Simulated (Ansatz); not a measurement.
Gas-phase electronic energies from Ansatz, PBE0-D4/def2-TZVP geometries. CBS: MP2 limit from def2 TZ/QZ plus the TZ coupled-cluster correction, frozen cores. This one scheme is used for every species. Functionals use def2-TZVPP. B3LYP here is the variant with VWN-RPA as its local correlation; programs differ in this. Each species was taken in one conformer, which may not be the lowest.

Reaction (ligand exchange at a B–O bond): `OBO[SiH2][SiH3]` + H–F → `FBO[SiH2][SiH3]` + H₂O

`OBO[SiH2][SiH3]`:

Cartesian coordinates in Å:
```
O -1.225 0.833 -2.764
B -0.782 0.350 -1.581
O 0.130 1.046 -0.849
Si 0.857 0.730 0.608
Si 0.153 -1.298 1.551
H -0.823 1.679 -2.986
H -1.220 -0.703 -1.207
H 2.327 0.712 0.382
H 0.542 1.860 1.522
H -1.311 -1.291 1.812
H 0.483 -2.446 0.665
H 0.868 -1.472 2.846
```

H–F:

```xyz
2

F     0.045    0.444    0.113
H    -0.045   -0.444   -0.113
```

`FBO[SiH2][SiH3]`:

Z-matrix (Å, degrees):
```
Si
Si 1 2.344
O 1 1.669 2 113.5
H 1 1.486 2 110.7 3 -119.7
H 1 1.486 2 110.8 3 119.8
H 2 1.486 1 110.9 3 61.0
H 2 1.490 1 107.5 3 179.8
H 2 1.486 1 110.9 3 -61.3
B 3 1.338 1 135.9 2 0.4
F 9 1.334 3 120.2 1 -0.1
H 9 1.194 3 121.5 1 179.9
```

H₂O:

Z-matrix (Å, degrees):
```
O
H 1 0.960
H 1 0.960 2 105.1
```

Question: Is it downhill or uphill in electronic energy at CCSD(T)/CBS, and by how much? (Estimate.)

Answer: Computed: Downhill: ΔE = -0.14 eV.

Question: What do these levels give: PBE-D4, r2SCAN-D4, PBE0-D4, B3LYP-D4, B2PLYP, PBE, B3LYP, SCS-MP2/def2-TZVPP, CCSD(T)/def2-TZVPP, HF/def2-QZVPP, HF/CBS(def2), MP2/CBS(def2)? (Best estimate.)

Answer: Ansatz gave: PBE-D4 -0.12, r2SCAN-D4 -0.16, PBE0-D4 -0.12, B3LYP-D4 -0.16, B2PLYP -0.16, PBE -0.13, B3LYP -0.18, SCS-MP2/def2-TZVPP -0.14, CCSD(T)/def2-TZVPP -0.13, HF/def2-QZVPP -0.24, HF/CBS(def2) -0.24, MP2/CBS(def2) -0.12 eV.

Largest T1 diagnostic among the species: 0.013.

In def2-TZVPP, CCSD(T) changes the Hartree–Fock value by +0.10 eV (the triples alone add +0.01 eV) and MP2 by +0.12 eV.
